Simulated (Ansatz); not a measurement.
Two isomers of C2H9AlSi2: A = `C[SiH2][Al]1[CH2][SiH2]1`, B = `[AlH2][C@@H]1[SiH2][C@H]1[SiH3]`.

Isolated molecules relaxed with PBE0-D4/def2-TZVP in Ansatz; ΔE leaves out vibrations. CBS: MP2 limit from def2 TZ/QZ plus the TZ coupled-cluster correction, frozen cores. DFT in def2-TZVPP. B3LYP here is the variant with VWN-RPA as its local correlation; programs differ in this. One conformer a species, not always the lowest.

A:

```xyz
14

C     1.1993   -2.3865   -1.3475
Si    1.3531   -0.5189   -1.2142
Al   -0.2634    0.5028    0.3152
C    -0.9341    2.2436    0.9308
Si   -1.9173    0.9252    1.9175
H     0.2151   -2.6690   -1.7266
H     1.9557   -2.7869   -2.0264
H     1.3308   -2.8562   -0.3707
H     1.2016    0.1034   -2.5627
H     2.7166   -0.1549   -0.7247
H    -1.5107    2.8976    0.2745
H    -0.2547    2.8507    1.5351
H    -3.3731    0.8917    1.6070
H    -1.7190    0.9574    3.3927
```

B:

```xyz
14

Al   -0.513    1.974   -1.582
C     0.212    0.793   -0.259
Si    0.662   -0.841   -1.060
C    -0.492   -0.457    0.322
Si   -0.067   -0.976    2.049
H     0.308    3.263   -2.010
H    -1.878    1.572   -2.290
H     1.040    1.173    0.340
H     0.092   -1.165   -2.386
H     1.982   -1.442   -0.784
H    -1.548   -0.546    0.069
H     1.415   -0.968    2.197
H    -0.633   -0.039    3.060
H    -0.580   -2.342    2.334
```

Problem. Which isomer does CCSD(T)/CBS put lower? Give the gap. (Estimate.)

Solution. The calculation gave: A, by 3.0 kcal/mol.

Problem. Give E(B) − E(A) in kcal/mol with B3LYP-D4, r2SCAN-D4, PBE-D4, B3LYP, MP2/def2-TZVPP, CCSD(T)/def2-TZVPP, HF/def2-TZVPP. (Estimate.)

Solution. Computed: B3LYP-D4 3.9, r2SCAN-D4 6.3, PBE-D4 9.3, B3LYP 6.7, MP2/def2-TZVPP -0.5, CCSD(T)/def2-TZVPP 3.6, HF/def2-TZVPP 1.9. The order is the other way round with MP2/def2-TZVPP.

Largest T1 diagnostic: 0.013.

The D4 term adds −2.8 kcal/mol with B3LYP and −1.5 kcal/mol with PBE0; it sums over pairs of atoms, weighted by their polarisabilities, and B3LYP, whose exchange is more repulsive, gets the larger term. From PBE to PBE0 (25 % exact exchange), in def2-TZVPP and without D4, E(B) − E(A) moves by −1.7 kcal/mol.
